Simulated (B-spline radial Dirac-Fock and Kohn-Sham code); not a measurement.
Widths and yields of inner-shell holes in Tm²⁺

System: thulium as Tm²⁺, [Xe] 4f13, inside a Watson sphere of charge -2 and radius 2.7 Å (a model of the Madelung potential; inside it an electron's potential energy is raised by 10.7 eV).

The run's input, task.json:

```json
{"items": [{
  "Z": 69,
  "q": 2,
  "cfg": [[1, 0, 2], [2, 0, 2], [2, 1, 6], [3, 0, 2], [3, 1, 6], [3, 2, 10], [4, 0, 2], [4, 1, 6], [4, 2, 10], [4, 3, 13], [5, 0, 2], [5, 1, 6]],
  "A": 169,
  "rrms": 5.2256,
  "watson": [-2, 2.7],
  "do": ["binding", "quiet", "decay"],
  "holes": ["K", "L1", "L2", "L3", "M1", "M2", "M3", "M4", "M5", "N1", "N2", "N3", "N4", "N5"]
}]}
```

Run with: `python xray_run.py task.json out`

Model: independent-particle rates on relativistic LDA orbitals of the hole state (multipoles up to L = 3, Coulomb Auger matrix elements, transition energies from Dirac-Fock). Program: a radial atomic solver.

Partial widths are in eV. Coster-Kronig decay leaves a hole in the same principal shell; its rates are the weakest part of the model, often 1.5 to 2.5 times too large and more for N holes. Holes without an open Auger channel, or with an unreliable SCF state, are not listed.

```
hole  radiative   Auger  Coster-Kronig  total  fluorescence yield  lifetime (fs)
   K       27.9    1.47              0   29.3                   ?              ?
  L1      0.578    1.81           2.75   5.14               0.112          0.128
  L2      0.979    2.69          0.640   4.31               0.227          0.153
  L3      0.890    3.31              0   4.20               0.212          0.157
  M1     0.0194   0.846           17.2   18.1             0.00107         0.0364
  M2     0.0199   0.936           9.36   10.3             0.00193         0.0638
  M3     0.0205    1.09           8.44   9.55             0.00215         0.0689
  M4     0.0197    1.34           1.11   2.47             0.00795          0.266
  M5     0.0186    1.39              0   1.41              0.0132          0.468
  N1   0.000562  0.0673           13.1   13.2            4.27e-05         0.0500
  N2    0.00107  0.0674           12.2   12.2            8.73e-05         0.0538
  N3   0.000703  0.0722           9.37   9.45            7.44e-05         0.0697
  N4   0.000856  0.0594           5.66   5.72            0.000150          0.115
  N5   0.000781  0.0671           5.51   5.58            0.000140          0.118
```

Q: What are the fluorescence yield and the lifetime of the K hole?

A: The yield is the radiative width over the total, 0.950, and the lifetime is ħ/Γ = 0.0224 fs.

Values without a named source are computed, but for edge energies of neutral atoms, which are taken from tables.
